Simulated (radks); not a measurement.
Species: Co6+. Configuration: [Ar] 3d3. Method: Dirac Kohn-Sham, PBE, spin-unpolarised, spherical densities, point nucleus; open shells are shared between the two j in proportion to 2j + 1; computed with a radial shooting solver on a logarithmic mesh with Libxc functionals.

Unscreened Slater integrals over Kohn-Sham orbitals (eV). Large and small components are both included.

| integral | value |
|---|---|
| F0(3d5/2,3d5/2) | 31.429 |
| F2(3d5/2,3d5/2) | 15.317 |
| F4(3d5/2,3d5/2) | 9.6959 |
| F0(3d5/2,3d3/2) | 31.474 |
| F2(3d5/2,3d3/2) | 15.334 |
| G2(3d5/2,3d3/2) | 15.318 |
| G4(3d5/2,3d3/2) | 9.6963 |
| F0(3d5/2,3p3/2) | 31.636 |
| F2(3d5/2,3p3/2) | 15.425 |
| G1(3d5/2,3p3/2) | 18.667 |
| G3(3d5/2,3p3/2) | 11.646 |
| F0(3d5/2,3p1/2) | 31.794 |
| G3(3d5/2,3p1/2) | 11.722 |
| F0(3d3/2,3d3/2) | 31.519 |
| F2(3d3/2,3d3/2) | 15.352 |
| F0(3d3/2,3p3/2) | 31.680 |
| F2(3d3/2,3p3/2) | 15.436 |
| G1(3d3/2,3p3/2) | 18.665 |
| G3(3d3/2,3p3/2) | 11.645 |
| F0(3d3/2,3p1/2) | 31.839 |
| G1(3d3/2,3p1/2) | 18.834 |
| F0(3p3/2,3p3/2) | 32.137 |
| F2(3p3/2,3p3/2) | 16.232 |
| F0(3p3/2,3p1/2) | 32.293 |
| G2(3p3/2,3p1/2) | 16.293 |
| F0(3p1/2,3p1/2) | 32.452 |
